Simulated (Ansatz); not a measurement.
`N[SiH](F)[SiH2]F` + HBr → `F[SiH2][SiH](F)Br` + NH₃  (ligand exchange at the Si–N bond)

Program: Ansatz. Geometries: PBE0-D4/def2-TZVP. ΔE: electronic, gas phase. CCSD(T)/CBS is the MP2 limit (def2-TZVPP, def2-QZVPP) plus CCSD(T) − MP2 in def2-TZVPP, frozen cores. This one scheme is used for every species. DFT in def2-TZVPP. B3LYP here is the variant with VWN-RPA as its local correlation; programs differ in this. For Br outer-core shells are correlated without core-valence functions, which leaves a few kJ/mol of doubt a bond. Scalar relativity is left out up to krypton. Each species was taken in one conformer, which may not be the lowest.

`N[SiH](F)[SiH2]F`:

Cartesian coordinates in Å:
```
N 1.464 0.671 0.623
Si 0.280 0.662 -0.592
F 0.816 0.243 -2.051
Si -1.324 -0.917 0.086
F -0.548 -2.024 0.964
H 2.138 1.412 0.724
H 1.757 -0.176 1.081
H -0.232 2.045 -0.751
H -1.993 -1.618 -1.039
H -2.359 -0.299 0.956
```

HBr:

```xyz
2

Br   -0.393    0.263   -0.530
H     0.393   -0.263    0.530
```

`F[SiH2][SiH](F)Br`:

```xyz
8

F    -0.254    2.186    0.533
Si   -0.323    0.648    0.979
Si    0.123   -0.673   -0.913
F     0.011   -2.209   -0.485
Br    2.192   -0.273   -1.582
H     0.701    0.405    2.024
H    -1.681    0.381    1.520
H    -0.769   -0.465   -2.076
```

NH₃:

Cartesian coordinates in Å:
```
N 0.074 -0.012 -0.272
H -0.456 0.826 -0.062
H -0.501 -0.801 -0.004
H 0.883 -0.012 0.337
```

```tsv
level	ΔE (kcal/mol)	difference from CCSD(T)/CBS
PBE-D4	-7.8	-0.3
r2SCAN-D4	-7.5	0.0
PBE0-D4	-7.8	-0.3
B3LYP-D4	-6.6	0.9
ωB97X-V	-6.4	1.1
ωB97M-V	-6.5	1.0
B2PLYP	-6.5	1.0
PBE	-7.7	-0.2
r2SCAN	-7.5	0.0
PBE0	-7.6	-0.1
B3LYP	-6.3	1.2
HF/def2-TZVPP	-6.6	0.9
MP2/def2-TZVPP	-7.2	0.3
SCS-MP2/def2-TZVPP	-6.6	0.9
CCSD/def2-TZVPP	-6.0	1.5
CCSD(T)/def2-TZVPP	-6.2	1.3
HF/def2-QZVPP	-6.5	1.0
MP2/def2-QZVPP	-7.8	-0.3
SCS-MP2/def2-QZVPP	-7.2	0.3
HF/CBS(def2)	-6.5	1.0
MP2/CBS(def2)	-8.4	-0.9
CCSD/CBS(def2)	-7.3	0.2
CCSD(T)/CBS	-7.5	0
```

Largest T1 diagnostic among the species: 0.012.
